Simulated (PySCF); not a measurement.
## How methods differ on the ionisation energy of Ga⁺

Ga⁺ [Ar] 3d10 4s2 (1S) → Ga²⁺ [Ar] 3d10 4s1 (2S), as a difference of total energies. Computed with PySCF 2.14 in def2-QZVPPD (12s7p5d4f1g, 95 functions), with no relativity, point nucleus. Correlated levels: valence and next inner shell: [Ne] frozen. The calculations carry no spin-orbit coupling.

```tsv
method	ionisation energy (eV)
UHF	18.450
MP2 (valence and next inner shell)	20.026
SCS-MP2 (valence and next inner shell)	20.030
CCSD (valence and next inner shell)	20.000
CCSD(T) (valence and next inner shell)	20.115
```

Problem. How much does correlation contribute at CCSD(T) (valence and next inner shell)?

Solution. 20.115 − (18.450) = 1.665 eV, measured against UHF.

These non-relativistic numbers lack the scalar-relativistic shift.

Errors of the correlated levels include the incompleteness of this basis and the frozen core.

For comparison: 20.515 eV (measured; NIST Atomic Spectra Database, ionization energies).
